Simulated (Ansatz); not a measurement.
Cost and result for the atomization energy of CH4ClFGeOS (`C[O][Ge]([F])([SH])[Cl]`) (10 atoms, 9 bonds).

```xyz
10

C     1.223    0.886    0.716
O     0.584   -0.343    0.400
Ge   -0.963   -0.336   -0.410
F    -0.774    0.644   -1.820
S    -1.544   -2.379   -0.884
Cl   -2.474    0.640    0.724
H     2.180    0.638    1.177
H     0.631    1.471    1.427
H     1.404    1.487   -0.179
H    -0.267   -2.709   -1.151
```

Charge 0, multiplicity 1. Correlated methods include outer-core shells of Ge, which these sets cover unevenly. Scalar relativity is left out up to krypton. All single points use the PBE0-D4/def2-TZVP geometry. It is one conformer, not always the lowest. Program: Ansatz. All runs use 2 threads of an AMD EPYC 7R13 on a shared host and a share of an NVIDIA H100 80 GB. Times are those of one run each, without the atoms' runs, and a repeat can differ threefold. Electronic energies, without spin–orbit coupling; frozen cores. CCSD(T)/CBS adds CCSD(T) − MP2 in def2-TZVPP to the MP2 limit, and its time is that of the two runs behind it. T1 = 0.012. With those shells the extrapolation isn't a true limit. B3LYP takes the VWN-RPA correlation (the form of Gaussian; ORCA's B3LYP/G).

CCSD(T)/CBS is a level of theory with its own doubt, some kJ/mol a heavy atom from the limit and from the frozen cores, so smaller differences don't rank the functionals.

```csv
level,functions,wall time,atomization (kJ/mol),difference from CCSD(T)/CBS,per bond
PBE0-D4/def2-TZVPP,281,3.2 s,3495.7,-24.6,-2.7
B3LYP-D4/def2-TZVPP (with forces),281,4.3 s,3472.1,-48.2,-5.4
B2PLYP/def2-TZVPP,281,5.5 s,3452.6,-67.7,-7.5
PBE-D4/def2-TZVPP (with forces),281,6.5 s,3580.7,60.4,6.7
r2SCAN-D4/def2-TZVPP (with forces),281,7.5 s,3529.4,9.1,1.0
ωB97M-V/def2-TZVPP (with forces),281,7.5 s,3513.3,-7.0,-0.8
MP2/def2-QZVPP,520,8 s,3580.2,59.9,6.6
ωB97X-V/def2-TZVPP,281,8.5 s,3530.0,9.7,1.1
CCSD(T)/def2-TZVPP,281,11 s,3425.3,-95.0,-10.6
CCSD(T)/CBS(def2),–,19 s,3520.3,0.0,0.0
```

From PBE to PBE0 (25 % exact exchange), in def2-TZVPP and without D4, the atomization energy moves by −81.1 kJ/mol: exact exchange takes away binding that semilocal exchange gives to molecules. The D4 term adds +44.9 kJ/mol with B3LYP and +23.8 kJ/mol with PBE0; it sums over pairs of atoms, weighted by their polarisabilities, and B3LYP, whose exchange is more repulsive, gets the larger term. In def2-TZVPP, CCSD(T) changes the Hartree–Fock value by +968.6 kJ/mol (the triples alone add +69.2 kJ/mol) and MP2 by +1067.4 kJ/mol; breaking electron pairs costs correlation energy, which Hartree–Fock lacks.
